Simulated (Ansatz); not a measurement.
Process, species as SMILES: F[Si](Br)(Br)Br [tribromo(fluoro)silane] + 3 [SiH4] (SiH4) -> F[SiH3] [fluorosilane] + 3 [SiH3]Br [bromosilane]
Each molecule is optimised on its own at B3LYP-D3(BJ)/def2-TZVP (Ansatz, a first-principles code).
Geometry of the first species:
```xyz
5

Si     0.0142     0.0186     0.4443
F      0.0649     0.0847     2.0267
Br     1.9353    -0.7822    -0.2629
Br    -1.6458    -1.3045    -0.1264
Br    -0.3119     2.0575    -0.3096
```
Charge 0, spin multiplicity 1.

Property: bond separation energy (electronic energy difference), in kcal/mol. Correlated levels leave the core frozen unless marked. Spin-orbit coupling is left out. The frozen core is the preceding noble-gas configuration, with the filled d and f shells of earlier blocks. No relativistic terms. CBS marks a two-point X^-3 extrapolation of the correlation energy; Hartree-Fock from the larger set. The bracket is a focal-point correction in the basis named.

| level | program | bond separation energy (kcal/mol) |
|---|---|---|
| HF/def2-SVPD | Ansatz | -6.5 |
| revPBE/def2-TZVPD | Ansatz | 1.9 |
| HSE06/def2-TZVPD | Ansatz | 1.7 |
| CAM-B3LYP/def2-TZVPD | Ansatz | 0.6 |

Question: Estimate the value at RI-MP2/CBS(def2-TZVPPD,def2-QZVPPD)+[CCSD(T)-MP2]/def2-TZVPPD as computed with Ansatz.

Answer: 1.8 kcal/mol, so CAM-B3LYP/def2-TZVPD differs from it by -1.2 kcal/mol.
